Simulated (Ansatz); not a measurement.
`FBB(F)F` + `C=N` → `C=NBF` + `FBF` at 700 K and 1 bar (cleavage of the B–B bond).

Gas-phase electronic energies from Ansatz, PBE0-D4/def2-TZVP geometries. CCSD(T)/CBS is the MP2 limit (def2-TZVPP, def2-QZVPP) plus CCSD(T) − MP2 in def2-TZVPP, frozen cores. This one scheme is used for every species. One conformer a species, not always the lowest.

```
  species  CCSD(T)/CBS energy (Eh)  H − E (kJ/mol)  S (J/(mol·K))
`FBB(F)F`               -349.71808           119.0          395.4
    `C=N`                -94.52360           135.6          268.6
  `C=NBF`               -219.19469           171.5          365.2
    `FBF`               -225.09427            79.5          289.3
```

H − E and S are ideal-gas, rigid-rotor, harmonic terms from PBE0-D4/def2-TZVP, for one conformer and one mirror image of each species. 1 Eh = 2625.50 kJ/mol, R = 8.31446 J/(mol·K).

Question: By hand: ΔE, ΔH, ΔS and ΔG.

Answer: ΔE = (-219.19469) + (-225.09427) − (-349.71808) − (-94.52360) = -0.04728 Eh = -124.1 kJ/mol. Δ(H − E) = 171.5 + 79.5 − 119.0 − 135.6 = -3.6, so ΔH = -127.7 kJ/mol. ΔS = 365.2 + 289.3 − 395.4 − 268.6 = -9.5 J/(mol·K). ΔG = -127.7 − 700 × (-9.5)/1000 = -121.0 kJ/mol.

Question: By hand: the equilibrium constant, and the temperature at which ΔG would vanish if ΔH and ΔS stayed fixed.

Answer: log₁₀ K = −ΔG/(RT ln 10) = 9.0. ΔG = 0 at ΔH/ΔS = 13442 K, far beyond where these terms or the molecules hold.

The number of gas molecules stays the same, so ΔS is small and ΔH decides. A doubt of 5 kJ/mol in ΔE shifts log₁₀ K by 0.4 here. Other conformers and mirror images would add mixing entropy, several J/(mol·K) or more a flexible species. Modes under 60 cm⁻¹, often nearly free rotors, make the harmonic entropy too high. These are equilibria of isolated gas molecules and say nothing of rates. Largest T1 diagnostic: 0.014 (customary marks: 0.02 for closed shells, 0.045 for open ones).
